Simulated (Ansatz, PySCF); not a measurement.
MnCl₂, SMILES [Cl][Mn][Cl] (connectivity only; charge and spin as stated), neutral, multiplicity 6. Atoms are numbered in the order given.

```xyz
3

Mn     0.0000     0.0000     0.0013
Cl     0.0000    -2.1708     0.0032
Cl     0.0000     2.1708     0.0032
```
Charge 0, spin multiplicity 6.

Geometry optimised at r2SCAN-D4/def2-TZVP. The spin state was assumed, not searched. The isomer is the one that the SMILES or the coordinates give; other isomers of the formula were not compared.

Two levels are set side by side: PBE-D3(BJ)/def2-TZVP (Ansatz, an electronic-structure program) and r2SCAN-D4/def2-TZVP (Ansatz). Each level has its own optimised geometry; the coordinates shown are those of the second. Frequencies come from the Hessian of PySCF at each geometry. Differences are taken from unrounded values.

```
quantity                            r2SCAN-D4
----------------------------------  ---------
mean bond length (Å)                    2.171
bond Mn1–Cl2 (Å)                        2.171
bond Mn1–Cl3 (Å)                        2.171
highest harmonic wavenumber (cm⁻¹)        489
mean harmonic wavenumber (cm⁻¹)           244
zero-point energy (kcal/mol)             1.40
```

Problem. What does PBE-D3(BJ) give, and how far is it from r2SCAN-D4? (Estimate from the structure and the level; the computed values follow.)

Solution. 
```
quantity                            PBE-D3(BJ)  PBE-D3(BJ) minus r2SCAN-D4
----------------------------------  ----------  --------------------------
mean bond length (Å)                     2.167                      -0.004
bond Mn1–Cl2 (Å)                         2.167                      -0.004
bond Mn1–Cl3 (Å)                         2.167                      -0.004
highest harmonic wavenumber (cm⁻¹)         479                         -10
mean harmonic wavenumber (cm⁻¹)            238                          -6
zero-point energy (kcal/mol)              1.36                       -0.03
```
